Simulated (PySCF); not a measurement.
Benzothiazole, C₇H₅NS.
Geometry (PBE0-D3(BJ)/def2-SVP, Å), atoms numbered from 1 in this order:
```
atom  x, y, z in Å
C1    -1.6766    0.8844   -0.0077
C2    -1.8687   -0.4901    0.2144
C3    -0.7895   -1.3517    0.3615
C4     0.4960   -0.8103    0.2821
S5     2.0348   -1.6010    0.4210
C6     2.8030   -0.0496    0.1735
N7     2.0255    0.9616    0.0040
C8     0.7053    0.5728    0.0587
C9    -0.4012    1.4217   -0.0866
H10   -2.5461    1.5359   -0.1192
H11   -2.8837   -0.8894    0.2728
H12   -0.9434   -2.4185    0.5341
H13    3.8945    0.0138    0.1701
H14   -0.2329    2.4861   -0.2586
```

All values: PBE0/pcSseg-1 and CAM-B3LYP/def2-SVPD (PySCF, non-relativistic), on one gas-phase PBE0-D3(BJ)/def2-SVP geometry that isn't relaxed in the solvent. The solvent is an IEF-PCM continuum (Bondi radii, 1.10 Å for H, scaled by 1.2). Only the electrostatic response of the medium enters.

Gas phase at PBE0/pcSseg-1: HOMO -7.00 eV, LUMO -1.21 eV, dipole 1.36 D.

Problem. What does the continuum do to the energy, the frontier levels and the dipole at PBE0/pcSseg-1 in methanol and dimethylsulfoxide?

Solution. 
| solvent | ε | E(solvent) − E(gas) (kJ/mol) | polarisation term (kJ/mol) | distortion of the solute (kJ/mol) | HOMO (eV) | LUMO (eV) | dipole (D) |
| --- | --- | --- | --- | --- | --- | --- | --- |
| methanol | 32.61 | -22.64 | -26.29 | 3.65 | -7.03 | -1.22 | 2.02 |
| dimethylsulfoxide | 46.83 | -23.03 | -26.82 | 3.79 | -7.03 | -1.22 | 2.03 |

The first energy column is the sum of the next two and covers electrostatics alone. From methanol to dimethylsulfoxide the lowering changes by a factor 1.02, Onsager's factor (ε − 1)/(2ε + 1) by 1.01 and ε itself by 1.4.

Problem. Which radius a makes the point-dipole formula ΔE = −[(ε − 1)/(2ε + 1)]·μ²/a³ give the value in dimethylsulfoxide, with the gas-phase dipole?

Solution. μ = 0.535 au and |ΔE| = 0.00877 Eh give a = 1.33 Å; the farthest nucleus lies 3.85 Å from the centroid of the nuclei, so such a sphere wouldn't even hold the nuclei. The formula assumes a rigid point dipole at the centre of a sphere.

Problem. Which Mulliken charges (PBE0/pcSseg-1) respond most in dimethylsulfoxide (means over atoms taken as equivalent)?

Solution. 
| atoms | environment | gas (e) | solvent (e) | change |
| --- | --- | --- | --- | --- |
| N7 | pyridine-type nitrogen | -0.392 | -0.441 | -0.049 |
| H13 | aromatic hydrogen | +0.140 | +0.167 | +0.027 |
| H12 | aromatic hydrogen | +0.091 | +0.111 | +0.020 |
| H11 | aromatic hydrogen | +0.104 | +0.122 | +0.018 |
| H10 | aromatic hydrogen | +0.101 | +0.118 | +0.017 |
| C9 | aromatic CH carbon | -0.022 | -0.038 | -0.016 |

Gas phase at CAM-B3LYP/def2-SVPD: HOMO -8.13 eV, LUMO -0.16 eV, dipole 1.39 D.

Problem. What does the continuum do to the energy, the frontier levels and the dipole at CAM-B3LYP/def2-SVPD in methanol and dimethylsulfoxide?

Solution. 
```csv
solvent,ε,E(solvent) − E(gas) (kJ/mol),polarisation term (kJ/mol),distortion of the solute (kJ/mol),HOMO (eV),LUMO (eV),dipole (D)
methanol,32.61,-21.22,-25.20,3.98,-8.12,-0.15,2.13
dimethylsulfoxide,46.83,-21.60,-25.73,4.13,-8.12,-0.15,2.15
```

Problem. How does the static polarisability (CAM-B3LYP/def2-SVPD, frozen core, with the continuum's full static response) change?

Solution. 
```
           medium  isotropic (au)  principal values (au)  ⟨r²⟩ of the electrons (bohr²)
              gas           103.2     58.8, 108.3, 142.4                         1177.1
         methanol           149.2     83.4, 160.6, 203.7                         1175.2
dimethylsulfoxide           150.1     84.0, 161.6, 204.8                         1175.2
```

The isotropic value in dimethylsulfoxide is 1.45 times the gas-phase one; no cavity-field correction is applied. ⟨r²⟩ is taken about the centre of nuclear charge.
